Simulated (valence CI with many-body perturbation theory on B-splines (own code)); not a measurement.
## Assign the levels of Mn V

Calculated by configuration interaction combined with many-body perturbation theory (CI+MBPT): three valence electrons over a frozen Dirac-Fock core [Ar], a basis of 9 s, 9 p, 10 d, 8 f, 5 g, 3 h, 1 i functions for each j, with the one-electron correlation potential Σ1 (screened to all orders), the two-electron term Σ2, the three-electron term Σ3, Breit, model QED; selected single and double excitations, second order for the rest, scaled by the run's own slope (own B-spline code, finite nucleus).

Against 62 measured levels this calculation errs by 835 cm⁻¹ on average and by 1518 at most. These come from a selection out of Corliss and Sugar, J. Phys. Chem. Ref. Data 6, 1253 (1977). Levels without a partner in it may be off by more, other configurations by 1,000 to 8,000 cm⁻¹.

| No. | J | Parity | E (cm⁻¹) | g |
| --- | --- | --- | --- | --- |
| 1 | 3/2 | even | 0.0 | 0.399 |
| 2 | 5/2 | even | 354 | 1.028 |
| 3 | 7/2 | even | 828 | 1.238 |
| 4 | 9/2 | even | 1404 | 1.333 |
| 5 | 1/2 | even | 16938 | 2.657 |
| 6 | 3/2 | even | 17096 | 1.727 |
| 7 | 5/2 | even | 17549 | 1.600 |
| 8 | 7/2 | even | 17662 | 0.888 |
| 9 | 9/2 | even | 18161 | 1.109 |
| 11 | 1/2 | even | 23559 | 0.678 |
| 12 | 9/2 | even | 24276 | 0.911 |
| 13 | 11/2 | even | 24632 | 1.091 |
| 14 | 5/2 | even | 25179 | 1.200 |
| 16 | 7/2 | even | 40619 | 1.143 |

Energies count from the lowest level. Strongly mixed levels and levels close to another of their J and parity are left out, so the numbers can have gaps.

(1) Give configuration and LS term of each level.

## Answers

(1) 1: 3d³ ⁴F; 2: 3d³ ⁴F; 3: 3d³ ⁴F; 4: 3d³ ⁴F; 5: 3d³ ⁴P; 6: 3d³ ⁴P; 7: 3d³ ⁴P; 8: 3d³ ²G; 9: 3d³ ²G; 11: 3d³ ²P; 12: 3d³ ²H; 13: 3d³ ²H; 14: 3d³ ²D; 16: 3d³ ²F.
